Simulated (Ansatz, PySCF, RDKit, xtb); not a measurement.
Complex: CH3F (SMILES CF) (first 5 atoms) with CHN (SMILES C#N); geometry from B3LYP-D3(BJ)/def2-TZVP, rigid monomers moved along the line of their centres of mass till F2···H8 is 2.34 Å.
(charge 0, multiplicity 1):
```xyz
8

C     -0.0832     0.4859    -0.5054
F     -0.1548    -0.6706     0.2818
H      0.8397     0.4488    -1.0823
H     -0.9494     0.5029    -1.1653
H     -0.0876     1.3538     0.1537
C     -0.2780    -0.1826     3.6323
N     -0.3098     0.2118     4.7085
H     -0.2476    -0.5370     2.6211
```

Counterpoise-corrected where a basis set is named; no monomer relaxation. Rows marked so take none. RDKit's UFF carries no charges.

Rows in 3-21G carry no dispersion term and start afresh at each structure.

The values were computed with Ansatz (an electronic-structure program); PySCF for 3-21G rows; RDKit for the force fields; xtb for the GFN methods. Each number belongs to the level named beside it.

Question: One of these levels gives 2.1 kJ/mol for the interaction energy. Which?
(A) UFF
(B) r2SCAN/def2-TZVPPD
(C) GFN1-xTB
(D) B3LYP/3-21G (no counterpoise)

Answer: A, UFF. The others give -6.7 (GFN1-xTB), -12.2 (r2SCAN/def2-TZVPPD), -34.7 (B3LYP/3-21G (no counterpoise))
